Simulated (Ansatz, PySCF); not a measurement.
Donor–acceptor adduct: AlH3 (SMILES [AlH3]) (first 4 atoms) with CH2O (SMILES C=O); geometry from B3LYP-D3(BJ)/def2-TZVP.
(charge 0, multiplicity 1):
```
atom    x (Å)    y (Å)    z (Å)
----  -------  -------  -------
Al     0.1542   0.3326   0.9096
H      1.0586   1.6346   1.0034
H     -1.3715   0.4540   1.3850
H      0.4996  -0.7749  -0.1750
C      0.0716  -0.9197   3.5082
O      0.7839  -0.6257   2.5696
H     -0.9969  -0.6684   3.5019
H      0.5000  -1.4419   4.3716
```

Basis-set superposition error: the interaction energy with monomers in their own basis, and in the dimer's basis (counterpoise).

Programs: Ansatz (a first-principles code); PySCF for 6-31G* rows. Values without a source in brackets are computed.

```csv
level,uncorrected (meV),counterpoise (meV),difference
HF/6-31G*,-982.8,-895.0,87.7
B3LYP/6-31G*,-1007.7,-873.2,134.5
CAM-B3LYP/def2-TZVPPD,-1000.4,-995.2,5.2
wB97X-V/def2-TZVPPD,-1034.6,-1030.4,4.2
B2PLYP/def2-TZVPPD,-951.7,-937.8,13.9
MP2/6-31G*,-1025.8,-832.7,193.1
MP2/aug-cc-pV(D+d)Z,-955.5,-884.1,71.5
SCS-MP2/aug-cc-pV(D+d)Z,-918.2,-841.9,76.3
SCS-MP2/aug-cc-pV(T+d)Z,-966.0,-930.8,35.2
CCSD(T)/aug-cc-pV(D+d)Z,-955.0,-879.8,75.1
```

The error is largest for MP2/6-31G* (193.1 meV) and smallest for wB97X-V/def2-TZVPPD (4.2 meV).
